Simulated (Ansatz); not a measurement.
Ansatz (a first-principles code) input (B3LYP-D3(BJ)/def2-TZVP):

Ansatz 0.2 input:
```yaml
crystal:
  periodic: [false, false, false]
  atoms:
    - {symbol: W, position_ang: [-0.03715064, -0.06264875, -0.05076044]}
    - {symbol: O, position_ang: [1.65437362, -0.15395893, -0.54203499]}
    - {symbol: O, position_ang: [-0.40034534, -0.64888629, 1.57261805]}
    - {symbol: O, position_ang: [-0.91038481, 1.38234614, -0.56104901]}
basis:
  gaussian:
    orbitals: def2-TZVP
hamiltonian:
  xc: b3lyp
  dispersion: d3bj
total_charge: -1
magnetization: {spin_polarized: true, initial_magnetization: 1}
phonons: {temperatures: {t_min: 298.15, t_max: 298.15, t_step: 100}}
```

Output:

```
Functional definition: B3LYP
integrals: 0.05 GiB planned
846 factors; their error is unknown
mean field: 0.58 GiB planned
mean field evaluation 1: about -7963.1599 eV, gradient 5.7e1 eV
mean field evaluation 2: about -7800.6368 eV, gradient 2.1e2 eV
mean field evaluation 4: about -7975.3293 eV, gradient 5.6e0 eV
mean field evaluation 8: about -7975.4665 eV, gradient 2.2e-1 eV
mean field evaluation 16: about -7975.4863 eV, gradient 5.1e-4 eV
mean field -7975.48630637 eV, -293.0937157803 hartree, gradient 2.1e-5 eV, S^2 0.755207; 0 other end points of the search recorded, 0 dependent functions left out
the calculation of the forces begins
reference -7975.48653621 eV, -293.0937242267 hartree; 20, 19 occupied and 113, 114 virtual orbitals, 846 factors
these checks for a lower state are left out or cut short: stability, starts, cluster_reference, orbital_swaps, neighbouring_geometries, increment
integrals: 0.05 GiB planned
846 factors; their error is unknown
mean field: 0.58 GiB planned
mean field -7975.48617207 eV, -293.0937108448 hartree, gradient 4.3e-6 eV, S^2 0.755212; 0 other end points of the search recorded, 0 dependent functions left out
the calculation of the forces begins
reference -7975.48640190 eV, -293.0937192910 hartree; 20, 19 occupied and 113, 114 virtual orbitals, 846 factors
these checks for a lower state are left out or cut short: stability, starts, cluster_reference, orbital_swaps, neighbouring_geometries, increment
integrals: 0.05 GiB planned
846 factors; their error is unknown
mean field: 0.58 GiB planned
mean field evaluation 32: about -7975.4862 eV, gradient 1.6e-5 eV
mean field -7975.48617405 eV, -293.0937109177 hartree, gradient 2.1e-6 eV, S^2 0.755202; 0 other end points of the search recorded, 0 dependent functions left out
the calculation of the forces begins
reference -7975.48640389 eV, -293.0937193643 hartree; 20, 19 occupied and 113, 114 virtual orbitals, 846 factors
these checks for a lower state are left out or cut short: stability, starts, cluster_reference, orbital_swaps, neighbouring_geometries, increment
integrals: 0.05 GiB planned
846 factors; their error is unknown
mean field: 0.58 GiB planned
mean field -7975.48612980 eV, -293.0937092915 hartree, gradient 3.6e-6 eV, S^2 0.755203; 0 other end points of the search recorded, 0 dependent functions left out
the calculation of the forces begins
reference -7975.48635965 eV, -293.0937177383 hartree; 20, 19 occupied and 113, 114 virtual orbitals, 846 factors
these checks for a lower state are left out or cut short: stability, starts, cluster_reference, orbital_swaps, neighbouring_geometries, increment
integrals: 0.05 GiB planned
846 factors; their error is unknown
mean field: 0.58 GiB planned
mean field -7975.48612997 eV, -293.0937092978 hartree, gradient 6.1e-6 eV, S^2 0.755210; 0 other end points of the search recorded, 0 dependent functions left out
the calculation of the forces begins
reference -7975.48635980 eV, -293.0937177437 hartree; 20, 19 occupied and 113, 114 virtual orbitals, 846 factors
these checks for a lower state are left out or cut short: stability, starts, cluster_reference, orbital_swaps, neighbouring_geometries, increment
integrals: 0.05 GiB planned
846 factors; their error is unknown
mean field: 0.58 GiB planned
mean field -7975.48620185 eV, -293.0937119393 hartree, gradient 2.2e-6 eV, S^2 0.755227; 0 other end points of the search recorded, 0 dependent functions left out
the calculation of the forces begins
reference -7975.48643162 eV, -293.0937203832 hartree; 20, 19 occupied and 113, 114 virtual orbitals, 846 factors
these checks for a lower state are left out or cut short: stability, starts, cluster_reference, orbital_swaps, neighbouring_geometries, increment
integrals: 0.05 GiB planned
846 factors; their error is unknown
mean field: 0.58 GiB planned
mean field evaluation 64: about -7975.4861 eV, gradient 2.2e-6 eV
mean field -7975.48614855 eV, -293.0937099805 hartree, gradient 2.2e-6 eV, S^2 0.755187; 0 other end points of the search recorded, 0 dependent functions left out
the calculation of the forces begins
reference -7975.48637845 eV, -293.0937184293 hartree; 20, 19 occupied and 113, 114 virtual orbitals, 846 factors
these checks for a lower state are left out or cut short: stability, starts, cluster_reference, orbital_swaps, neighbouring_geometries, increment
integrals: 0.05 GiB planned
846 factors; their error is unknown
mean field: 0.58 GiB planned
mean field -7975.48629489 eV, -293.0937153585 hartree, gradient 3.2e-6 eV, S^2 0.755200; 0 other end points of the search recorded, 0 dependent functions left out
the calculation of the forces begins
reference -7975.48652475 eV, -293.0937238057 hartree; 20, 19 occupied and 113, 114 virtual orbitals, 846 factors
these checks for a lower state are left out or cut short: stability, starts, cluster_reference, orbital_swaps, neighbouring_geometries, increment
integrals: 0.05 GiB planned
846 factors; their error is unknown
mean field: 0.58 GiB planned
mean field -7975.48630671 eV, -293.0937157929 hartree, gradient 5.0e-6 eV, S^2 0.755213; 0 other end points of the search recorded, 0 dependent functions left out
the calculation of the forces begins
reference -7975.48653653 eV, -293.0937242385 hartree; 20, 19 occupied and 113, 114 virtual orbitals, 846 factors
these checks for a lower state are left out or cut short: stability, starts, cluster_reference, orbital_swaps, neighbouring_geometries, increment
integrals: 0.05 GiB planned
846 factors; their error is unknown
mean field: 0.58 GiB planned
mean field -7975.48627943 eV, -293.0937147903 hartree, gradient 3.2e-6 eV, S^2 0.755196; 0 other end points of the search recorded, 0 dependent functions left out
the calculation of the forces begins
reference -7975.48650930 eV, -293.0937232377 hartree; 20, 19 occupied and 113, 114 virtual orbitals, 846 factors
these checks for a lower state are left out or cut short: stability, starts, cluster_reference, orbital_swaps, neighbouring_geometries, increment
integrals: 0.05 GiB planned
846 factors; their error is unknown
mean field: 0.58 GiB planned
mean field -7975.48630212 eV, -293.0937156240 hartree, gradient 4.8e-6 eV, S^2 0.755217; 0 other end points of the search recorded, 0 dependent functions left out
the calculation of the forces begins
reference -7975.48653193 eV, -293.0937240694 hartree; 20, 19 occupied and 113, 114 virtual orbitals, 846 factors
these checks for a lower state are left out or cut short: stability, starts, cluster_reference, orbital_swaps, neighbouring_geometries, increment
integrals: 0.05 GiB planned
846 factors; their error is unknown
mean field: 0.58 GiB planned
mean field evaluation 96: about -7975.4862 eV, gradient 1.6e-5 eV
mean field -7975.48624357 eV, -293.0937134726 hartree, gradient 4.5e-6 eV, S^2 0.755188; 0 other end points of the search recorded, 0 dependent functions left out
the calculation of the forces begins
reference -7975.48647347 eV, -293.0937219212 hartree; 20, 19 occupied and 113, 114 virtual orbitals, 846 factors
these checks for a lower state are left out or cut short: stability, starts, cluster_reference, orbital_swaps, neighbouring_geometries, increment
integrals: 0.05 GiB planned
846 factors; their error is unknown
mean field: 0.58 GiB planned
mean field -7975.48628496 eV, -293.0937149935 hartree, gradient 6.7e-6 eV, S^2 0.755225; 0 other end points of the search recorded, 0 dependent functions left out
the calculation of the forces begins
reference -7975.48651474 eV, -293.0937234377 hartree; 20, 19 occupied and 113, 114 virtual orbitals, 846 factors
these checks for a lower state are left out or cut short: stability, starts, cluster_reference, orbital_swaps, neighbouring_geometries, increment
integrals: 0.05 GiB planned
846 factors; their error is unknown
mean field: 0.58 GiB planned
mean field -7975.48623682 eV, -293.0937132246 hartree, gradient 3.3e-6 eV, S^2 0.755196; 0 other end points of the search recorded, 0 dependent functions left out
the calculation of the forces begins
reference -7975.48646670 eV, -293.0937216722 hartree; 20, 19 occupied and 113, 114 virtual orbitals, 846 factors
these checks for a lower state are left out or cut short: stability, starts, cluster_reference, orbital_swaps, neighbouring_geometries, increment
integrals: 0.05 GiB planned
846 factors; their error is unknown
mean field: 0.58 GiB planned
mean field -7975.48626569 eV, -293.0937142853 hartree, gradient 2.2e-6 eV, S^2 0.755217; 0 other end points of the search recorded, 0 dependent functions left out
the calculation of the forces begins
reference -7975.48649549 eV, -293.0937227304 hartree; 20, 19 occupied and 113, 114 virtual orbitals, 846 factors
Total energy: -7975.62385191 eV, -293.0987704857 hartree
Atom 0 at    -0.037151    -0.062649    -0.050760 Å, force    -0.000154     0.000241    -0.000093 eV/Å
Atom 1 at     1.654374    -0.153959    -0.542035 Å, force    -0.000051    -0.000078     0.000140 eV/Å
Atom 2 at    -0.400345    -0.648886     1.572618 Å, force     0.000151    -0.000030    -0.000068 eV/Å
Atom 3 at    -0.910385     1.382346    -0.561049 Å, force     0.000054    -0.000133     0.000021 eV/Å
Dipole moment:    -0.155206    -0.261730    -0.212064 e Å
Vibrations: 149.15 298.45 298.49 895.14 895.15 955.80 cm⁻¹, zero-point energy 0.216487 eV
```

The spin state was set by rule; other spins were not relaxed.
